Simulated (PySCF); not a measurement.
Gas-phase reaction: GaNH₂ + C₃H₄ (propyne) ⇌ GaH₃.NH₃ + 3 C, at 1400 K and a standard pressure of 1 bar. Level: BLYP/def2-TZVP†.

Method: PySCF energies plus ideal-gas RRHO corrections (1 bar). † marks an energy on the PBE0/def2-TZVP geometry and frequencies. Open shells (unrestricted): C (multiplicity 3, electronic degeneracy 9); the rest are closed-shell singlets. Spin-orbit splitting is ignored; it lowers the true energy and changes the entropy of C. Ga: all electrons, no relativistic terms. Adducts (GaH₃.NH₃) have no counterpoise correction, and HF, PBE, BLYP, B3LYP and PBE0 lack dispersion. GaNH₂, GaH₃.NH₃: computed as isolated molecules; such fragments, hydroxides, amides, oligomers or adducts are transient or little studied in the gas. The harmonic model lacks anharmonicity and excited electronic states, which grow with temperature; levels with a mode under 35 cm⁻¹ are left out. Soft modes under 120 cm⁻¹ make the harmonic entropy rough for GaH₃.NH₃.

```csv
species,E (Ha),H(1400 K) − E (kJ/mol),S°(1400 K) (J/mol/K)
GaNH₂,-1980.90742,141.4,344.0
C₃H₄ (propyne),-116.64624,272.3,391.7
GaH₃.NH₃,-1983.27079,309.2,464.0
C,-37.84657,29.1,190.3
```
E: electronic energy; H − E holds the zero-point and thermal terms. 1 Ha = 2625.5 kJ/mol.

Q: Work out ΔH°, ΔS°, ΔG° and log10 K from these numbers.

A: 1. ΔE = 1×(-1983.27079) + 3×(-37.84657) − 1×(-1980.90742) − 1×(-116.64624) = 0.74316 Ha = 1951.2 kJ.
2. Δ(H − E) = 1×(309.2) + 3×(29.1) − 1×(141.4) − 1×(272.3) = -17.2 kJ, so ΔH° = 1934.0 kJ.
3. ΔS° = 1×(464.0) + 3×(190.3) − 1×(344.0) − 1×(391.7) = 299.2 J/K; the number of gas molecules changes by +2.
4. ΔG° = ΔH° − TΔS° = 1934.0 − 1400×(299.2)/1000 = 1515.1 kJ.
5. log10 K = −ΔG°/(RT ln 10) = -56.53, with RT ln 10 = 26.80 kJ/mol; at standard pressures the reactants are favoured.
6. A shift of 10 kJ in ΔE would move log10 K by 0.37 here.
For scale, ΔH°(298 K) is 1908 kJ at this level, 1876 kJ at ωB97M-V/def2-TZVP†, and runs from 1295 to 2565 kJ over the 20 levels computed.
